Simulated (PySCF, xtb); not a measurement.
C4H4F2O2, SMILES O(C)C(/C(F)=C/F)=O.

GFN2-xTB run with xtb 6.7.1 at its own geometry gives an orbital gap of 3.90 eV and a dipole moment of 2.41 D.

The structure is a stationary point at B3LYP-D3(BJ)/def2-SVP. Other conformers were not sampled.

Q: What does PBE/def2-TZVP (PySCF) give? (The exact figures need the calculation; the answer reports its results.)

A: gap 4.18 eV (levels -6.55 and -2.37 eV), dipole 1.43 D.
